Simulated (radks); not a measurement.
Spherical quantum dot in the effective-mass picture: electrons in a hard-walled sphere of radius 1.28, with a point charge +1 (a donor) at the centre, all in effective atomic units (hartree* = m*/eps^2 hartree, bohr* = eps/m* bohr), one dielectric constant everywhere. Method: non-relativistic Kohn-Sham, exchange-only LDA, spin-polarised, spherical densities; computed with a radial shooting solver with Libxc functionals. Levels are named by radial order and angular momentum (1s, 1p, 1d, 2s, ...), and open shells are averaged over m.

N = 2, configuration 1s2. This is the lowest configuration that the search found. Occupied and some empty levels:

level  occupation  eigenvalue (hartree*)  <r> (bohr*)
1s              2                 3.0997       0.6063
1p              0                 6.5876       0.7505
1d              0                 10.636       0.8264
2s              0                 11.639       0.6383

Energy (hartree*): total 3.67254, kinetic 6.1665, external -4.1762, Hartree 2.9492, exchange-correlation -1.2669. Static polarisability (adiabatic kernel): 0.1423 bohr*^3.
